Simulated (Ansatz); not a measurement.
`CB(O)OCF`. Charge 0, multiplicity 1. Geometry: relaxed with PBE0-D4/def2-TZVP. It is one conformer, not always the lowest.

```xyz
12

C    -1.397    0.456   -0.087
B    -0.388   -0.722   -0.300
O    -0.835   -1.941   -0.694
O     0.980   -0.608   -0.128
C     1.558    0.546    0.345
F     1.448    0.601    1.713
H    -2.426    0.117   -0.210
H    -1.293    0.900    0.907
H    -1.224    1.261   -0.809
H    -0.119   -2.577   -0.782
H     2.622    0.524    0.100
H     1.075    1.444   -0.054
```

(1) What is the dipole moment at ωB97M-V/def2-TZVPP? (An estimate is asked.)

(2) And with PBE, r2SCAN, B3LYP? (An estimate is asked.)

(3) Give the Mulliken charges with ωB97M-V, PBE, r2SCAN in def2-TZVPP. (Estimate.)

Answers

(1) Computed: 1.66 D, with components (0.89, 0.59, -1.27) D in this frame, pointing from negative to positive charge.

(2) Computed: PBE 1.54 D, r2SCAN 1.59 D, B3LYP 1.66 D.

(3) Computed: 
```
atom  ωB97M-V    PBE  r2SCAN
  C1    -0.42  -0.41   -0.30
  B2     0.32   0.26    0.37
  O3    -0.29  -0.25   -0.32
  O4    -0.33  -0.26   -0.34
  C5     0.16   0.15    0.29
  F6    -0.22  -0.19   -0.24
  H7     0.12   0.11    0.08
  H8     0.13   0.12    0.08
  H9     0.12   0.10    0.07
 H10     0.18   0.20    0.21
 H11     0.12   0.10    0.06
 H12     0.10   0.07    0.04
```

B3LYP here is the variant with VWN-RPA as its local correlation; programs differ in this.
